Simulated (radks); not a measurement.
Values are calculated unless marked as measured or tabulated.
Q: Ionisation of the barium ion Ba3+, [Kr] 4d10 5s2 5p5, to [Kr] 4d10 5s2 5p4 as the strength of local exchange is varied. Code: a radial shooting solver on a logarithmic mesh with Libxc functionals. Model: scalar-relativistic Kohn-Sham, Slater X-alpha exchange (alpha = 2/3 is LDA exchange), no correlation, spin-unpolarised, spherical densities, finite nucleus; Fermi nuclear charge, rms radius 4.8378 fm.

| alpha | E(Ba3+) (hartree) | exchange (hartree) | IE (eV) | -e of the level emptied (eV) | <r> of it (bohr) |
|---|---|---|---|---|---|
| 0.591 | -8100.7431 | -163.6950 | 45.374 | 39.558 (5p) | 1.858 |
| 0.649 | -8116.8692 | -180.0868 | 46.391 | 40.544 (5p) | 1.843 |
| 0.667 | -8121.8798 | -185.1858 | 46.709 | 40.852 (5p) | 1.838 |
| 0.856 | -8174.6619 | -239.0643 | 50.114 | 44.159 (5p) | 1.792 |
| 0.909 | -8189.5191 | -254.2843 | 51.090 | 45.109 (5p) | 1.780 |
| 1.005 | -8216.4928 | -281.9766 | 52.882 | 46.855 (5p) | 1.758 |
| ? | -8144.4626 | -208.2007 | 48.154 | 42.254 (5p) | 1.818 |

Which alpha was used in the last row?

A: alpha = 0.748. NIST Atomic Spectra Database: 47.0 +/- 0.3 eV (semi-empirical). The Delta-SCF value meets it near alpha = 0.68. Spin polarisation and multiplet splitting are left out, so open shells lie too high by an amount that depends on their filling. Spin-orbit splitting is averaged out at the scalar-relativistic level.

Beside tabulated values, note that spin-unpolarised runs miss the spin-polarisation part of the exchange energy of open shells.
